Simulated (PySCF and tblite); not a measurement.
Results of a calculation; reference values are marked as such.
C6H5BrO3, numbered as in [CH3:1][O:2][c:3]1[cH:4][c:5](=[O:6])[c:7]([Br:8])[cH:9][o:10]1.

Level: B3LYP-D3(BJ)/def2-SVP//GFN2-xTB, thermal terms from GFN2-xTB, symmetry numbers and mirror pairs counted. Conformers within 2.5 kcal/mol (GFN2-xTB free energy) were kept, 6 at most. Codes: tblite and PySCF.

Torsions listed: C1–O2–C3–O10.

```tsv
conformer	shape	symmetry
1	180°	Cs
2	0°	Cs
```

(1) Which of these conformers is the most populated at 298.15 K, and with what share?

(2) Give the DFT energies and free energies relative to the lowest, and all weights.

(3) How does its share change from 250 K to 350 K?

## Answers

(1) Conformer 1, about 90 %.

(2) 
```
conformer  shape  E(DFT) kcal/mol  G(298.15 K) kcal/mol  weight %
        1   180°             0.00                  0.00      89.8
        2     0°             1.53                  1.29      10.2
```

(3) From 93 % to 86 %; the mixing entropy goes from 0.49 to 0.80 cal/(mol K).


Conformer gaps in def2-SVP on xTB geometries can be 2 kcal/mol too large for S=O, P=O and other polar bonds.